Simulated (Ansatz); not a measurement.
CH10Si3, SMILES `[SiH3]C[SiH2][SiH3]` (Si–C–Si–Si torsion 56°) (charge 0, multiplicity 1).

These are PBE/cc-pVTZ // B3LYP-D3(BJ)/def2-TZVP (Ansatz, an electronic-structure program) values and carry that method's errors.

Ansatz 0.2 input:
```yaml
crystal:
  periodic: [false, false, false]
  atoms:
    - { symbol: Si, position_ang: [-1.895676, 0.290548, -0.612968] }
    - { symbol: C, position_ang: [-0.688068, -1.127428, -0.386623] }
    - { symbol: Si, position_ang: [0.657033, -0.837591, 0.900708] }
    - { symbol: Si, position_ang: [1.898922, 1.100633, 0.442893] }
    - { symbol: H, position_ang: [-2.513473, 0.653628, 0.684967] }
    - { symbol: H, position_ang: [-2.972999, -0.072819, -1.564911] }
    - { symbol: H, position_ang: [-1.182624, 1.478734, -1.139897] }
    - { symbol: H, position_ang: [-0.210742, -1.332303, -1.349721] }
    - { symbol: H, position_ang: [-1.243862, -2.028509, -0.110624] }
    - { symbol: H, position_ang: [0.037031, -0.707147, 2.244047] }
    - { symbol: H, position_ang: [1.582175, -1.999883, 0.943414] }
    - { symbol: H, position_ang: [2.369975, 1.086152, -0.965315] }
    - { symbol: H, position_ang: [1.079142, 2.319711, 0.646319] }
    - { symbol: H, position_ang: [3.083169, 1.176274, 1.333956] }
basis:
  gaussian: { orbitals: cc-pVTZ }
hamiltonian:
  xc: pbe
```

Output:

```
Functional definition: PBE
1589 factors; their error is unknown
mean field evaluation 1: about -24810.8663 eV, gradient 6.1e1 eV
mean field evaluation 2: about -24794.8327 eV, gradient 8.8e1 eV
mean field evaluation 4: about -24819.7139 eV, gradient 4.5e0 eV
mean field evaluation 8: about -24819.7857 eV, gradient 3.3e-1 eV
mean field evaluation 16: about -24819.7141 eV, gradient 2.0e-4 eV
mean field -24819.71408104 eV, -912.1076690718 hartree, gradient 3.0e-5 eV, S^2 0.000000; 0 other end points of the search recorded, 0 dependent functions left out
reference -24819.71413347 eV, -912.1076709986 hartree; 29, 29 occupied and 243, 243 virtual orbitals, 1589 factors
Total energy: -24819.71413347 eV, -912.1076709986 hartree
```
